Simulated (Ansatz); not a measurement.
Consider the formal hydrolysis of a B–B bond: `BBB[SeH]` + H₂O → `BBO` + `B[SeH]`.

Program: Ansatz. Geometries: PBE0-D4/def2-TZVP. ΔE: electronic, gas phase. CCSD(T)/CBS adds triple-zeta CCSD(T) − MP2 to the extrapolated MP2 energy (def2 sets, frozen cores). This one scheme is used for every species. DFT in def2-TZVPP. For Se outer-core shells are correlated without core-valence functions, which leaves a few kJ/mol of doubt a bond. Scalar relativity is left out up to krypton. Each species was taken in one conformer, which may not be the lowest.

```csv
level,ΔE (eV)
BHLYP,-1.29
MP2/def2-SVP,-1.52
```

Task: What does CCSD(T)/CBS give? (An estimate is asked.)

Result: The calculation gave: -1.15 eV. The listed levels differ from it by -0.14, -0.37 eV.

Largest T1 diagnostic among the species: 0.014.

At CCSD(T), def2-SVP lies −0.35 eV from the extrapolated value and def2-TZVPP −0.06 eV. The D4 term adds +0.06 eV with B3LYP and +0.03 eV with PBE0; it sums over pairs of atoms, weighted by their polarisabilities, and B3LYP, whose exchange is more repulsive, gets the larger term. From r2SCAN to r2SCAN0 (25 % exact exchange), in def2-TZVPP and without D4, ΔE moves by −0.05 eV.

B3LYP here is the variant with VWN-RPA as its local correlation; programs differ in this.
